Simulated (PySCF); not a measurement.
Hf(F)3(OH)(OH2) (F₃H₃HfO₂), SMILES [F][Hf]([F])(<-[OH2])([F])[OH], multiplicity 1.

The structure is a stationary point at B3LYP-D3(BJ)/def2-SVP. The multiplicity is an assumed one; other spin states were not compared. The def2 effective core potentials stand for the cores of Hf; spin–orbit coupling is left out. One conformer was computed; it need not be the lowest.

Vertical ionisation energy (IE) and electron affinity (EA) in eV. Rows of orbital energies are one-electron estimates. Where ΔSCF, EOM or ADC give a negative EA the extra electron is unbound and the value depends on the basis.

| level | IE | EA |
|---|---|---|
| −ε(HOMO), −ε(LUMO), ωB97X/def2-TZVP (PySCF) | ? | ? |
| −ε(HOMO), −ε(LUMO), PBE/def2-TZVP (PySCF) | 7.62 | 1.22 |

Task: Complete the blanks. (The exact figures need the calculation; the answer reports its results.)

Result: 
- −ε(HOMO), −ε(LUMO), ωB97X/def2-TZVP (PySCF), IE: 11.92
- −ε(HOMO), −ε(LUMO), ωB97X/def2-TZVP (PySCF), EA: -1.53
